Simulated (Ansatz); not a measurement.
One change: `[NH2][SnH]([F])[O][SiH3]` becomes `[F][SnH]([F])[O][SiH3]`.

Ansatz, PBE0-D4/def2-TZVP geometries, multiplicity 1. Each molecule was computed in one conformer, which needn't be the lowest.

Elements past krypton have def2 core potentials.

```csv
property,`[NH2][SnH]([F])[O][SiH3]`
HOMO energy (PBE0/def2-TZVPP) / eV,-8.23
HOMO energy (PBE/def2-TZVPP) / eV,-6.74
HOMO–LUMO gap (PBE/def2-TZVPP) / eV,4.72
HOMO energy (B3LYP/def2-TZVPP) / eV,-7.97
HOMO energy (ωB97M-V/def2-TZVPP) / eV,-10.64
size of the dipole moment (PBE/def2-TZVPP) / D,2.36
```

(1) What does the change do to each property? (An estimate is asked.)

## Answers

(1) The calculation gave: 
```
                                      property  `[F][SnH]([F])[O][SiH3]`  shift
            HOMO energy (PBE0/def2-TZVPP) / eV                     -9.03  -0.80
             HOMO energy (PBE/def2-TZVPP) / eV                     -7.57  -0.83
           HOMO–LUMO gap (PBE/def2-TZVPP) / eV                      4.75   0.03
           HOMO energy (B3LYP/def2-TZVPP) / eV                     -8.82  -0.85
         HOMO energy (ωB97M-V/def2-TZVPP) / eV                    -11.33  -0.69
size of the dipole moment (PBE/def2-TZVPP) / D                      2.48   0.12
```

Dipoles are sizes alone; their direction can turn.

B3LYP here is the variant with VWN-RPA as its local correlation; programs differ in this.
